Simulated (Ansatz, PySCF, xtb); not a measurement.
Breaking a bond: SMILES C=N (CH₃N). The C1–N4 bond (C1 also carries H, H; N4 carries H) is stretched with both fragments frozen at the PBE0/def2-TZVP optimised geometry. Each curve is given relative to its own lowest point near equilibrium.

```json
[
 {"R / Å": "0.99", "A": "493.2", "B": "475.4", "C": "555.0"},
 {"R / Å": "1.09", "A": "151.1", "B": "151.3", "C": "187.8"},
 {"R / Å": "1.12", "A": "95.1", "B": "96.7", "C": "124.1"},
 {"R / Å": "1.17", "A": "34.8", "B": "36.7", "C": "52.0"},
 {"R / Å": "1.23", "A": "3.3", "B": "4.1", "C": "8.4"},
 {"R / Å": "1.26", "A": "0.0", "B": "0.0", "C": "0.0"},
 {"R / Å": "1.30", "A": "5.3", "B": "4.3", "C": "28.4"},
 {"R / Å": "1.36", "A": "29.0", "B": "26.8", "C": "76.8"},
 {"R / Å": "1.40", "A": "52.3", "B": "49.6", "C": "109.6"},
 {"R / Å": "1.47", "A": "102.7", "B": "99.8", "C": "167.5"},
 {"R / Å": "1.59", "A": "204.1", "B": "201.8", "C": "265.1"},
 {"R / Å": "1.68", "A": "284.1", "B": "277.8", "C": "336.4"},
 {"R / Å": "1.91", "A": "477.6", "B": "438.7", "C": "516.7"},
 {"R / Å": "2.08", "A": "597.5", "B": "529.1", "C": "599.7"},
 {"R / Å": "2.28", "A": "705.9", "B": "601.8", "C": "788.9"},
 {"R / Å": "2.56", "A": "801.7", "B": "652.8", "C": "808.0"},
 {"R / Å": "2.75", "A": "836.8", "B": "669.0", "C": "810.2"},
 {"R / Å": "3.09", "A": "860.9", "B": "682.5", "C": "810.2"},
 {"R / Å": "3.43", "A": "867.7", "B": "687.7", "C": "809.5"},
 {"R / Å": "3.75", "A": "—", "B": "689.8", "C": "809.2"},
 {"R / Å": "4.40", "A": "—", "B": "691.1", "C": "809.1"}
]
```

Energies in kJ/mol.

Which curve belongs to which method? The methods are xtb 6.7.1 with GFN1-xTB; unrestricted B3LYP/cc-pVTZ in Ansatz (a first-principles code); PySCF with unrestricted MP2 (frozen core)/6-31G*, spherical d.

A is GFN1-xTB; B is UKS-B3LYP; C is UMP2/6-31G*.

Dashes: no converged value, or the column stops at the first point that the program doubted or that broke a chosen test of continuity, which isn't proof of a fault.

The unrestricted determinant behind UKS-B3LYP is spin-contaminated at 1.68 to 4.40 Å (<S²> up to 2.0, against 0.00 for a pure singlet). The unrestricted solution behind UMP2/6-31G* changes between 1.68 and 1.91 Å, which can leave a kink. The unrestricted determinant behind UMP2/6-31G* is spin-contaminated at 1.30 to 4.40 Å (<S²> up to 1.8, against 0.00 for a pure singlet).
